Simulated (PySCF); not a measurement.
H₃InO₂S. Atoms are numbered in the order given.

```xyz
7

In     0.0039     0.2557     0.0000
O      1.5847     1.4906     0.0000
H      2.4240     1.0089     0.0000
O     -1.7939     1.1361     0.0000
H     -1.7024     2.1004     0.0000
S      0.1244    -2.1497     0.0000
H     -1.2264    -2.2562     0.0000
```
Charge 0, spin multiplicity 1.

Geometry optimised at B3LYP-D3(BJ)/def2-SVP. The def2 effective core potentials stand for the cores of In; spin–orbit coupling is left out. The values are those of a single conformer.

Level of theory: TDA-M06-2X/def2-SVPD (PySCF 2.14.0).

Vertical excitations. Isolated molecule, no solvent. State labels are in the subgroup Cs.

| state | symmetry | energy (eV) | λ (nm) | f | main pairs |
|---|---|---|---|---|---|
| S1 | A" | 4.66 | 266 | 0.014 | HOMO→LUMO 91 % |
| S2 | A" | 5.53 | 224 | 0.000 | HOMO−2→LUMO 88 % |
| S3 | A' | 5.83 | 213 | 0.021 | HOMO→LUMO+1 58 %, HOMO−1→LUMO 38 % |
| S4 | A" | 6.11 | 203 | 0.074 | HOMO−4→LUMO 84 % |
| S5 | A" | 6.27 | 198 | 0.014 | HOMO→LUMO+2 68 % |
| S6 | A' | 6.41 | 193 | 0.078 | HOMO−3→LUMO 62 %, HOMO−2→LUMO+1 29 % |
| S7 | A' | 6.82 | 182 | 0.445 | HOMO−1→LUMO 41 %, HOMO→LUMO+1 28 %, HOMO−5→LUMO 8 %, HOMO−4→LUMO+1 6 % |
| S8 | A" | 6.84 | 181 | 0.004 | HOMO−1→LUMO+1 93 % |
| S9 | A" | 7.23 | 171 | 0.000 | HOMO−3→LUMO+1 89 % |
| S10 | A" | 7.31 | 170 | 0.011 | HOMO→LUMO+4 56 %, HOMO→LUMO+3 12 %, HOMO→LUMO+2 9 % |
| T1 | A" | 4.34 | 285 | 0 | HOMO→LUMO 89 % |
| T2 | A' | 5.08 | 244 | 0 | HOMO−1→LUMO 80 % |
| T3 | A" | 5.14 | 241 | 0 | HOMO−2→LUMO 83 % |
| T4 | A' | 5.54 | 224 | 0 | HOMO−3→LUMO 78 % |
Triplets are in the Tamm–Dancoff approximation.
